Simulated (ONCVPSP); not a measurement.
Before and after: ONCV potential for cadmium (Cd)

```json
{"Element": "Cd", "Generator": "ONCVPSP 4.0.1", "Type": "optimised norm-conserving Vanderbilt (ONCV)", "Functional": "PBE", "Relativity": "scalar-relativistic", "Frozen core": "[Kr]", "Valence charge": "12", "Reference configuration": "4d10 5s2", "Partial waves": "5s: rc 2.15 bohr, ncon 5, nbas 8, qcut 3 1/bohr, 1 projector; p scattering state at 0.39 Ha: rc 2.20 bohr, ncon 4, nbas 9, qcut 4.1 1/bohr, 1 projector; 4d: rc 1.30 bohr, ncon 4, nbas 7, qcut 6.2 1/bohr, local", "Local potential": "the d channel", "Core correction": "none"}
```

Change: core correction Teter function, fcfact 3.5, rcfact 1.55.

Cutoffs: the cutoffs (Ha) at which the residual kinetic energy of the hardest occupied pseudo-wave falls to 1 and 0.1 mHa per electron; they do not see the model core or the augmentation charge, which bear on the density cutoff. Errors are all-electron minus pseudo energies relative to the spin-unpolarised reference configuration.

Predict the effect on cutoff, ghosts and configuration errors.

The potential gets neither clearly harder nor softer (93 Ha and 108 Ha → 93 Ha and 108 Ha); both files keep a bound ghost (p, s); of the 3 tests that both files solve, the error grows in 3 and shrinks in 0 by more than 15 % and 0.3 meV (median size 12.0 → 27.5 meV). A model core, the more so a compact one, raises the density cutoff, which this test does not measure.

| quantity | base | changed |
| --- | --- | --- |
| cutoff, loose | 93 Ha | 93 Ha |
| cutoff, tight | 108 Ha | 108 Ha |
| bound ghosts | s, p | s, p |
| GHOST(+) flags under 300 eV | none | none |
| tests with a reliable result | 3 of 4 | 3 of 4 |
| error for 4d10 5s1, meV [ΔE 9.27 eV] | +3.2 | -4.6 |
| error for 4d10 5s0, meV [ΔE 26.40 eV] | +27 | -32 |
| error for 4d10 5s0 5p2, meV [ΔE 9.67 eV] | -12 | -27 |
| s: phases at 2.18 bohr within 0.05 rad from the reference energy up to (Ha; the scan ends near 5) | 0.7 | 0.7 |
| p: phases at 2.23 bohr within 0.05 rad from the reference energy up to (Ha; the scan ends near 5) | 3.1 | 3.1 |
| d: phases at 1.32 bohr within 0.05 rad from the reference energy up to (Ha; the scan ends near 5) | 4.1 | 4.1 |

 A true bound ghost makes a file unfit for plane-wave use even where its test errors are small: the radial tests pick states by their node count and pass the ghost by.
